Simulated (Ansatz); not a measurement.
The same path of AlBrH$_{4}$ (6 atoms, charge 0, multiplicity 1) was run twice with different band settings. Lost on the way: Al1–H2, Br5–H6. Made: Al1–Br5, H2–H6.

Computed with Ansatz, RKS PBE0-D4/def2-mTZVP.

Relaxed end points:

```xyz
6
Properties=species:S:1:pos:R:3
Al 0.003 0.166 0.007
H -0.002 0.737 1.496
H 1.374 0.095 -0.796
H -1.375 0.018 -0.775
Br 0.086 -2.470 0.947
H 0.070 -2.077 2.326
```

```xyz
6
Properties=species:S:1:pos:R:3
Al 0.023 -0.642 -0.247
H 0.007 0.295 2.012
H 1.399 0.107 -0.434
H -1.395 0.027 -0.419
Br 0.090 -2.885 0.098
H 0.031 -0.433 2.195
```

Common settings: movable images 5; climbing image yes; spring 5.0 eV/Å²; optimiser quadratic models (default); start path through a guess of the saddle point; force threshold 0.05 eV/Å; end points relaxed.

| run | iteration limit |
| --- | --- |
| 1 | 60 |
| 2 | 10 |

What does each run give, and how far can it be trusted?

Run 1: converged after 6 iterations, highest image 0.115 eV above the first end. A vibrational analysis at the climbing image gives one clearly imaginary mode, 378i cm⁻¹: a first-order saddle point.
Run 2: converged after 6 iterations, highest image 0.115 eV above the first end. Another band between the same ends (5 images) ends at a top of the same energy, where a vibrational analysis finds 1 clearly imaginary mode.
The orbitals stay closed-shell, which can raise the energy where a bond breaks towards radicals; this wasn't checked here.
